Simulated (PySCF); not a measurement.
**Choosing a basis for TDDFT**

Species: o-cresol, C7H8O.
Geometry (PBE0-D3(BJ)/def2-SVP, Å), atoms numbered from 1 in this order:
```
atom  x, y, z in Å
C1    -1.870   -0.978   -0.620
C2    -0.450   -0.594   -0.322
C3     0.617   -1.471   -0.537
C4     1.932   -1.103   -0.260
C5     2.193    0.171    0.243
C6     1.149    1.063    0.467
C7    -0.166    0.686    0.188
O8    -1.144    1.589    0.426
H9    -2.324   -0.322   -1.384
H10   -1.931   -2.006   -1.002
H11   -2.509   -0.931    0.281
H12    0.403   -2.468   -0.932
H13    2.747   -1.808   -0.436
H14    3.218    0.476    0.464
H15    1.328    2.066    0.860
H16   -1.995    1.206    0.188
```

TDDFT with PBE0 (PySCF), vertical singlets, core orbitals frozen in the response, spherical d and f functions. The structure is a single PBE0-D3(BJ)/def2-SVP conformer in the gas phase; no vibrational or solvent corrections.

Compare 6-31G*, def2-SVP, 6-31+G*, def2-SVPD, aug-cc-pVDZ and def2-TZVP for this molecule.

| basis | functions | diffuse | S1 (eV) | S2 (eV) | S3 (eV) | S4 (eV) | S5 (eV) | LUMO (eV) | α (au) |
| --- | --- | --- | --- | --- | --- | --- | --- | --- | --- |
| 6-31G* | 128 | no | 5.27 | 6.08 | 6.92 | 7.08 | 7.11 | 0.31 | 70.8 |
| def2-SVP | 152 | no | 5.22 | 6.02 | 6.55 | 7.00 | 7.04 | 0.02 | 74.5 |
| 6-31+G* | 160 | yes | 5.15 | 5.42 | 5.89 | 5.97 | 6.25 | -0.12 | 82.2 |
| def2-SVPD | 227 | yes | 5.14 | 5.76 | 5.89 | 6.51 | 6.59 | -0.18 | 85.6 |
| aug-cc-pVDZ | 256 | yes | 5.09 | 5.24 | 5.68 | 5.82 | 5.99 | -0.21 | 87.9 |
| def2-TZVP | 296 | no | 5.13 | 5.87 | 6.05 | 6.79 | 6.85 | -0.12 | 83.4 |

States are compared by their number. Against the largest diffuse basis here (aug-cc-pVDZ, itself not a converged limit), sets without diffuse functions differ by up to 0.19 eV in S1 and 1.11 eV in S5; the smaller diffuse sets differ by up to 0.07 and 0.60 eV. State by state, the largest deviation of a set without diffuse functions is S1 0.19, S2 0.84, S3 1.23, S4 1.26, S5 1.11 eV. The same number needn't mean the same state in each row. Against aug-cc-pVDZ the polarisability deviates by -19% in 6-31G*, -15% in def2-SVP, -6% in 6-31+G*, -3% in def2-SVPD, -5% in def2-TZVP. A single + in a Pople set puts diffuse functions on heavy atoms only.
